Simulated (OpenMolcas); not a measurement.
Ag2+ in a point-charge field

Ag2+ among 3 point charges of -1.5 e arranged as a planar triangle (D3h), 1.89 Å from the ion.
```
   1.8900    0.0000    0.0000  -1.50
  -0.9450    1.6368    0.0000  -1.50
  -0.9450   -1.6368    0.0000  -1.50
```

| Property | Result |
| --- | --- |
| Program | OpenMolcas 26.06 |
| Method | CASSCF |
| Basis | ANO-RCC-VDZP [6s5p3d1f] |
| Scalar Hamiltonian | DKH2, point nucleus |
| Active space | 9 electrons in 5 orbitals (4d) |
| State averaging | 2S+1 = 2 even, 5 roots |
| Spin-orbit coupling | state interaction with AMFI integrals over the reference wave functions |

The lowest spin-free states (labels of D3, the rotations of D3h), above the lowest:

| State | Degeneracy | E (cm-1) | Free-ion L (%) |
| --- | --- | --- | --- |
| 2E | 2 | 0.0 | D (100) |
| 2E | 2 | 9973 | D (100) |
| 2A1 | 1 | 12223 | D (100) |

The lowest levels with spin-orbit coupling:

| E (cm-1) | Degeneracy | Label | 2S+1 | g |
| --- | --- | --- | --- | --- |
| 0.0 | 2 | E1/2 | 2 | 0.00 0.00 5.98 |
| 3323 | 2 | E3/2 | 2 | 0.00 0.00 2.08 |
| 11166 | 2 | E1/2 | 2 | 0.70 3.02 3.02 |
| 11404 | 2 | E3/2 | 2 | 0.00 0.00 3.89 |
| 15695 | 2 | E1/2 | 2 | 1.01 1.01 1.30 |

Powder χT (cm3 K/mol): 1.12 at 2 K, 1.12 at 10 K, 1.13 at 50 K, 1.13 at 100 K, 1.15 at 200 K, 1.17 at 300 K. The effective moment at 300 K is 2.828 √(χT) = 3.06 μB.

The lowest level has 2S+1 = 2, for which the spin-only value is χT = S(S+1) / 2 = 0.375 cm3 K/mol (g = 2). The computed 1.167 at 300 K differs by +0.792, through orbital momentum, spin-orbit coupling and any other state in reach.

An orbital doublet at a regular site is open to a Jahn-Teller distortion, which this geometry leaves out. This is an electrostatic model: the charges have no orbitals. No measured value stands beside these numbers.

The RASSCF and RASSI steps took 1.7 s on 1 thread of Arm Neoverse V1, with other jobs on the host; the integral step is not counted.
